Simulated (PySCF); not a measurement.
## Computed properties of CH₅FO₂Si₂, SMILES O[Si@]1(F)CO[SiH2]1

CH₅FO₂Si₂, SMILES [Si@]1([SiH2]OC1)(O)F. The structure is a stationary point at TPSSh-D3(BJ)/def2-SVP. The structure was generated by enumeration; whether it is a known compound was not checked. Other conformers were not sampled. All values are computed for the isolated molecule unless a solvent is named; none is compared with measurement here.

**Structure.** All 27 harmonic modes at TPSSh-D3(BJ)/def2-SVP (PySCF) are real, so it is a minimum. With heavy atoms numbered as in [OH:1][Si@:2]1([F:3])[CH2:4][O:5][SiH2:6]1, the shortest bond between them is C4–O5 at 1.456 Å and the longest Si2–Si6 at 2.332 Å.

**Vibrations.** The strongest infrared lines (harmonic, unscaled, degenerate partners summed) lie at 987 cm⁻¹ (189 km/mol, H 81 %, Si 8 %), 764 cm⁻¹ (175 km/mol, H 57 %, O 23 %, Si 11 %), 893 cm⁻¹ (159 km/mol, Si 42 %, F 31 %, H 16 %). The softest mode is at 61 cm⁻¹ and the zero-point energy is 41.6 kcal/mol.

**Electronic structure.** HF/def2-TZVP (PySCF) places the frontier levels at -10.55 and 2.46 eV, a gap of 13.01 eV, and gives a dipole moment of 2.06 D and a mean polarisability of 60.7 bohr³. PBE/def2-TZVP (PySCF) at the same geometry gives -6.52 and -1.42 eV, so its gap is 7.91 eV narrower. An orbital gap is neither the optical nor the fundamental gap.

**Excitations.** TDA-M06-2X/def2-SVPD (PySCF) has S1 at 6.00 eV (207 nm, f = 0.057, bright); the most intense of the 10 singlets computed lies at 6.84 eV (f = 0.12). T1 (TDA) is at 5.48 eV, 0.52 eV under S1. TDA-PBE/def2-SVPD (PySCF) puts S1 at 5.35 eV. No vertical singlet excitation falls in the visible range (under 3.1 eV).

**NMR.** GIAO shifts at PBE0/pcSseg-1 (PySCF) (non-relativistic, atoms alike by connectivity averaged): ¹³C at 84.2 ppm against TMS; ¹H from 3.0 to 5.9 ppm against TMS; ²⁹Si from 24.1 to 32.4 ppm against TMS; ¹⁹F at -131.9 ppm against CFCl3.

**Solvation.** SMD-ωB97X/6-31G* (PySCF) gives -6.8 kcal/mol in water, -6.5 kcal/mol in acetone, -3.7 kcal/mol in benzene (1 M in both phases, gas-phase geometry).
